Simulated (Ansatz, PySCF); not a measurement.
phosphoric acid (H₃O₄P), SMILES P(O)(=O)(O)O. Atoms are numbered in the order given.

```xyz
8

O     -0.1766     1.4316     0.5915
P     -0.0145    -0.0018    -0.1278
O     -0.1514    -0.0180    -1.6017
O      1.3953    -0.5092     0.4667
O     -1.0632    -0.9045     0.6991
H     -0.8281     1.9789     0.1287
H      2.1258    -0.2672    -0.1216
H     -1.2873    -1.7098     0.2097
```

Geometry optimised at B3LYP-D3(BJ)/def2-SVP. Other conformers were not sampled.

Two levels are set side by side: PBE-D3(BJ)/def2-SVP (Ansatz, a first-principles code) and B3LYP-D3(BJ)/def2-SVP (PySCF). Each level has its own optimised geometry; the coordinates shown are those of the second. Frequencies come from the Hessian of PySCF at each geometry. Differences are taken from unrounded values.

```json
[
 {"quantity": "mean bond length (Å)", "B3LYP-D3(BJ)": "1.317", "PBE-D3(BJ)": "1.330", "PBE-D3(BJ) minus B3LYP-D3(BJ)": "0.013"},
 {"quantity": "bond O1–P2 (Å)", "B3LYP-D3(BJ)": "1.612", "PBE-D3(BJ)": "1.628", "PBE-D3(BJ) minus B3LYP-D3(BJ)": "0.016"},
 {"quantity": "bond P2–O3 (Å)", "B3LYP-D3(BJ)": "1.480", "PBE-D3(BJ)": "1.495", "PBE-D3(BJ) minus B3LYP-D3(BJ)": "0.014"},
 {"quantity": "bond P2–O4 (Å)", "B3LYP-D3(BJ)": "1.612", "PBE-D3(BJ)": "1.628", "PBE-D3(BJ) minus B3LYP-D3(BJ)": "0.016"},
 {"quantity": "bond P2–O5 (Å)", "B3LYP-D3(BJ)": "1.612", "PBE-D3(BJ)": "1.628", "PBE-D3(BJ) minus B3LYP-D3(BJ)": "0.016"},
 {"quantity": "bond O1–H6 (Å)", "B3LYP-D3(BJ)": "0.969", "PBE-D3(BJ)": "0.977", "PBE-D3(BJ) minus B3LYP-D3(BJ)": "0.009"},
 {"quantity": "bond O4–H7 (Å)", "B3LYP-D3(BJ)": "0.969", "PBE-D3(BJ)": "0.977", "PBE-D3(BJ) minus B3LYP-D3(BJ)": "0.009"},
 {"quantity": "bond O5–H8 (Å)", "B3LYP-D3(BJ)": "0.969", "PBE-D3(BJ)": "0.977", "PBE-D3(BJ) minus B3LYP-D3(BJ)": "0.009"},
 {"quantity": "highest harmonic wavenumber (cm⁻¹)", "B3LYP-D3(BJ)": "3825", "PBE-D3(BJ)": "3715", "PBE-D3(BJ) minus B3LYP-D3(BJ)": "-110"},
 {"quantity": "mean harmonic wavenumber (cm⁻¹)", "B3LYP-D3(BJ)": "1179", "PBE-D3(BJ)": "1142", "PBE-D3(BJ) minus B3LYP-D3(BJ)": "-37"},
 {"quantity": "zero-point energy (kcal/mol)", "B3LYP-D3(BJ)": "30.34", "PBE-D3(BJ)": "29.40", "PBE-D3(BJ) minus B3LYP-D3(BJ)": "-0.95"}
]
```

GGA bonds tend to be longer and softer than those of functionals with exact exchange. Differences between two approximate levels are no errors against the true value.
